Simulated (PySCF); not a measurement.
C2H7B2N.
Geometry (PBE0-D3(BJ)/def2-SVP, Å), atoms numbered from 1 in this order:
```
atom  x, y, z in Å
B1     0.2743    1.6353    0.5860
N2     0.0150    0.2792    0.2099
B3     1.0928   -0.5154   -0.3020
C4    -1.2786   -0.2557    0.4507
C5    -1.8010   -1.3493   -0.1036
H6    -0.5941    2.2609    1.1475
H7     1.3507    2.1168    0.3464
H8     2.1373    0.0278   -0.5520
H9     0.9501   -1.7029   -0.4536
H10   -1.8710    0.3441    1.1480
H11   -1.2580   -1.9635   -0.8247
H12   -2.8133   -1.6542    0.1659
```

The closed-shell ground state was solved at several levels (PySCF, density fitting, gas phase, non-relativistic).

| level | basis functions | total energy (Eh) | HOMO (eV) | LUMO (eV) | gap (eV) | dipole (D) |
| --- | --- | --- | --- | --- | --- | --- |
| PBE/pcJ-1 | 205 | -184.6225 | -6.34 | -2.48 | 3.86 | 1.08 |
| BHandHLYP/pcJ-1 | 205 | -184.7844 | -8.20 | -0.32 | 7.88 | 0.84 |
| LDA/pcJ-1 | 205 | -183.1150 | -6.56 | -2.78 | 3.78 | 1.11 |
| B3LYP/pcJ-1 | 205 | -184.9112 | -7.12 | -1.65 | 5.47 | 0.96 |
| PBE0/pcSseg-1 | 120 | -184.6215 | -7.36 | -1.44 | 5.92 | 0.93 |
| B3LYP/def2-TZVP | 197 | -184.9697 | -7.11 | -1.66 | 5.45 | 0.91 |
| B3LYP/pcJ-0 | 86 | -184.6137 | -7.18 | -1.59 | 5.59 | 1.06 |
| B3LYP/cc-pVTZ | 248 | -184.9672 | -7.10 | -1.65 | 5.45 | 0.93 |
| B97-2/pcJ-1 | 205 | -184.8261 | -7.08 | -1.41 | 5.67 | 0.92 |
| B3LYP/6-31G* | 84 | -184.8954 | -6.82 | -1.26 | 5.56 | 0.99 |
| PBE0/def2-SVPD | 156 | -184.5183 | -7.38 | -1.47 | 5.91 | 0.91 |
| CAM-B3LYP/pcJ-1 | 205 | -184.7863 | -8.62 | -0.31 | 8.31 | 0.91 |

Q: What might PBE0/pcJ-1 (205 basis functions) give for the same quantities?

A: Total energy -184.6498 Eh, HOMO -7.35 eV, LUMO -1.45 eV, gap 5.90 eV, dipole 0.95 D.

Q: Over all these levels, which gives the widest orbital gap and which the narrowest?

A: CAM-B3LYP/pcJ-1 (range-separated hybrid) has the widest, 8.31 eV, and LDA/pcJ-1 (LDA) the narrowest, 3.78 eV. The two share the basis. From the narrowest to the widest the HOMO moves by -2.06 eV and the LUMO by +2.47 eV.

Q: How much does the basis alone move the frontier levels among the 5 B3LYP rows?

A: The HOMO by 0.36 eV and the LUMO by 0.40 eV. By rising basis size (HOMO, LUMO in eV): 6-31G* -6.82, -1.26; pcJ-0 -7.18, -1.59; def2-TZVP -7.11, -1.66; pcJ-1 -7.12, -1.65; cc-pVTZ -7.10, -1.65.

Q: In the pcJ-1 basis, how does the gap go with the fixed share of exact exchange?

A: LDA (0 %) 3.78 eV; PBE (0 %) 3.86 eV; B3LYP (20 %) 5.47 eV; B97-2 (21 %) 5.67 eV; PBE0 (25 %) 5.90 eV; BHandHLYP (50 %) 7.88 eV. Each rise in the share widens the gap here.

Q: How far do the dipole and the HOMO energy spread over the levels?

A: The dipole runs from 0.84 to 1.11 D (mean 0.96 D) and the HOMO from -8.62 to -6.34 eV.
